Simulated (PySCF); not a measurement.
## Correlation energy of He (helium, neutral)

1s2, closed-shell 1S. All numbers are calculated (PySCF 2.14, no relativity, point nucleus, in an even-tempered Gaussian basis (16 s from 0.09 bohr⁻², ratio 2.2; 7 p from 0.17 bohr⁻², ratio 2.4; 4 d from 0.52 bohr⁻², ratio 2.4; 4 f from 0.78 bohr⁻², ratio 2.4; 3 g from 1.2 bohr⁻², ratio 2.4)). Frozen: nothing; 2 electrons correlated; the 19 highest virtual orbitals of each spin left out.

With two correlated electrons CCSD is exact within the correlated space (frozen core and kept virtual orbitals).

```csv
level,correlation energy (mhartree)
CCSD,-41.65
```

Diagnostics: T1 = 0.0014, D1 = 0.0020, largest double amplitude 0.027.

Cost of the coupled-cluster step: about 6 core-seconds, for 2 correlated electrons.

Iterations:

```
CC2 = 0
CCSD nocc = 1, nmo = 93
frozen orbitals [93, 94, 95, 96, 97, 98, 99, 100, 101, 102, 103, 104, 105, 106, 107, 108, 109, 110, 111]
max_cycle = 100
direct = 0
conv_tol = 1e-08
conv_tol_normt = 1e-06
diis_space = 8
diis_start_cycle = 0
Init t2, MP2 energy = -2.89833748093286  E_corr(MP2) -0.0366582461827897
Init E_corr(CCSD) = -0.036658246182799
cycle = 1  E_corr(CCSD) = -0.0404506357406614  dE = -0.00379238956  norm(t1,t2) = 0.0105314
cycle = 2  E_corr(CCSD) = -0.0413734408001476  dE = -0.000922805059  norm(t1,t2) = 0.0027094
cycle = 3  E_corr(CCSD) = -0.0416570673879281  dE = -0.000283626588  norm(t1,t2) = 0.000804167
cycle = 4  E_corr(CCSD) = -0.0416502146058427  dE = 6.85278209e-06  norm(t1,t2) = 0.000113642
cycle = 5  E_corr(CCSD) = -0.0416491663467839  dE = 1.04825906e-06  norm(t1,t2) = 7.48747e-06
cycle = 6  E_corr(CCSD) = -0.0416493073404283  dE = -1.40993644e-07  norm(t1,t2) = 1.70766e-06
cycle = 7  E_corr(CCSD) = -0.0416493228260444  dE = -1.54856161e-08  norm(t1,t2) = 1.84442e-07
cycle = 8  E_corr(CCSD) = -0.0416493217027768  dE = 1.12326758e-09  norm(t1,t2) = 2.18139e-08
CCSD converged
E(CCSD) = -2.903328556452848  E_corr = -0.04164932170277683
```
